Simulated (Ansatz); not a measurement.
Ba2O⁺ (the lowest doublet isomer of a short search) was relaxed with PBE0-D4 (def2-TZVP) in Ansatz in these states: charge +1 doublet, charge +1 quartet. The geometries follow in no particular order.

In the def2 sets Ba takes a core potential; there is no spin–orbit coupling.

A:

```xyz
3

Ba   -0.265    1.739   -1.108
Ba    0.643   -1.720    0.975
O    -0.378   -0.019    0.133
```

B:

```xyz
3

Ba    1.321   -0.373    2.093
Ba   -1.325    0.372   -2.091
O     0.004    0.001   -0.002
```

Q: Judge from the bond lengths which geometry belongs to which state (an estimate).

A: A is the charge +1 doublet (Ba1–Ba2 4.139 Å, Ba1–O3 2.155 Å, Ba2–O3 2.155 Å); B is the charge +1 quartet (Ba1–Ba2 5.006 Å, Ba1–O3 2.503 Å, Ba2–O3 2.503 Å).

At PBE0-D4/def2-TZVP a doublet lies 3.76 eV below the charge +1 quartet. These are the stationary points nearest to one start from a short search; other shapes may lie lower in each state.
